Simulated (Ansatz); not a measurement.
Isomers of C$_{3}$H$_{8}$BNSi, relaxed with PBE0-D4/def2-TZVP in Ansatz; electronic energies, one conformer each and not always the lowest. Functionals use def2-TZVPP; CBS adds triple-zeta CCSD(T) − MP2 to the MP2 limit of def2-TZVPP and def2-QZVPP.

(1) Order them by energy at frozen-core CCSD(T)/CBS, lowest first. (Best estimate.)
A. `BC(C)([SiH3])C#N`
B. `C/N=C\B1C[SiH2]1`
C. `BC1=NC([SiH3])C1`
D. `BC(=C)N1C[SiH2]1`

(2) How do PBE-D4, ωB97M-V, MP2/CBS(def2), B3LYP place them (kJ/mol, against `BC(C)([SiH3])C#N`)? (An estimate is asked.)

Results:

(1) A (0.0 kJ/mol), D (120.2 kJ/mol), C (137.4 kJ/mol), B (153.5 kJ/mol).

(2) The calculation gave: 
| isomer | PBE-D4 | ωB97M-V | MP2/CBS(def2) | B3LYP |
| --- | --- | --- | --- | --- |
| `BC(=C)N1C[SiH2]1` | 91.4 | 115.2 | 125.2 | 103.4 |
| `BC1=NC([SiH3])C1` | 116.9 | 134.2 | 148.7 | 131.0 |
| `C/N=C\B1C[SiH2]1` | 106.8 | 148.6 | 167.9 | 136.5 |

B3LYP here is the variant with VWN-RPA as its local correlation; programs differ in this.
